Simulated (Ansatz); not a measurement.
`[OH][Ga]([SiH3])[GaH2]`, 10 atoms. Total charge 0; spin multiplicity 1. Correlated methods include outer-core shells of Ga, which these sets cover unevenly. Scalar relativity is left out up to krypton. All runs use 4 threads of an AMD EPYC 9R45 on a shared host. Correlated methods freeze the cores.

Problem. Give the basis size and wall time and peak host memory of each of these runs in Ansatz. RKS ωB97M-V/def2-SVP energy; RHF-CCSD(T)/def2-TZVPP energy; RKS PBE0-D4/def2-TZVP frequencies; RKS BHLYP-D4/def2-TZVPP energy; RKS HSE06 (plane-wave form)-D4/def2-TZVPP energy; RKS PBE0-D4/def2-QZVPP energy; direct RPA on PBE orbitals/def2-TZVPP energy; RKS ωB97M-V/def2-QZVPP energy; RKS PBE0-D4/def2-SVP energy; RHF-CCSD(T)/def2-SVP energy; RKS PBE0-D4/def2-TZVP relaxation (51 steps); RKS revPBE-D4/def2-TZVPP energy. (An estimate is asked.)

Solution. The calculation gave: Other jobs shared the machine, so times are rough.

| level | job | functions | wall time | peak host memory (GiB) |
| --- | --- | --- | --- | --- |
| RKS PBE0-D4/def2-SVP | energy | 126 | 0.65 s | 0.34 |
| RKS revPBE-D4/def2-TZVPP | energy | 253 | 0.85 s | 0.39 |
| RKS BHLYP-D4/def2-TZVPP | energy | 253 | 1.5 s | 0.99 |
| RKS HSE06 (plane-wave form)-D4/def2-TZVPP | energy | 253 | 1.6 s | 1 |
| RKS ωB97M-V/def2-SVP | energy | 126 | 2.2 s | 0.49 |
| direct RPA on PBE orbitals/def2-TZVPP | energy | 253 | 2.5 s | 0.66 |
| RHF-CCSD(T)/def2-SVP | energy | 126 | 3.5 s | 0.7 |
| RKS PBE0-D4/def2-QZVPP | energy | 485 | 4.3 s | 2.4 |
| RKS ωB97M-V/def2-QZVPP | energy | 485 | 8.5 s | 2.8 |
| RKS PBE0-D4/def2-TZVP | frequencies | 200 | 63 s | 0.72 |
| RHF-CCSD(T)/def2-TZVPP | energy | 253 | 66 s | 5.3 |
| RKS PBE0-D4/def2-TZVP | relaxation (51 steps) | 200 | 73 s | 0.7 |
